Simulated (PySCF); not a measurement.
BFH6O2Si2.

```xyz
12

Si    -1.7564    -0.0517     0.1636
F     -2.9788    -0.0788    -0.9202
Si     0.3264     0.0028    -0.9119
B      1.8055     0.0527     0.5082
O      2.3971    -1.0778     0.9812
O      2.2202     1.2167     1.0789
H     -1.9328     1.1587     1.0221
H     -1.8780    -1.2683     1.0219
H      0.3517     1.2220    -1.7850
H      0.4281    -1.2110    -1.7869
H      2.0962    -1.8839     0.5487
H      1.7974     2.0019     0.7154
```

The structure is a stationary point at r2SCAN-D4/def2-SVP. This is a generated structure with no PubChem entry under its InChIKey; it may be hypothetical. Other conformers were not sampled.

Level of theory: PBE/pcSseg-1 run with PySCF. Non-relativistic, no solvent.

Computed absolute GIAO shielding of each atom: isotropic value and principal components (ppm):
| atom | σ(iso) | σ11 | σ22 | σ33 | span |
|---|---|---|---|---|---|
| Si1 | 321.5 | 215.4 | 304.8 | 444.4 | 229.0 |
| F2 | 409.7 | 360.4 | 419.3 | 449.4 | 89.0 |
| Si3 | 461.3 | 442.1 | 463.2 | 478.7 | 36.6 |
| B4 | 65.7 | 52.6 | 55.0 | 89.6 | 37.0 |
| O5 | 137.7 | -51.5 | 231.1 | 233.6 | 285.2 |
| O6 | 138.4 | -50.2 | 230.9 | 234.6 | 284.8 |
| H7 | 25.4 | 21.7 | 25.3 | 29.0 | 7.3 |
| H8 | 25.3 | 21.7 | 25.3 | 29.0 | 7.3 |
| H9 | 27.9 | 25.1 | 25.7 | 32.9 | 7.8 |
| H10 | 28.0 | 25.0 | 25.8 | 33.0 | 8.0 |
| H11 | 26.6 | 22.4 | 25.3 | 32.2 | 9.8 |
| H12 | 26.7 | 22.5 | 25.4 | 32.2 | 9.8 |
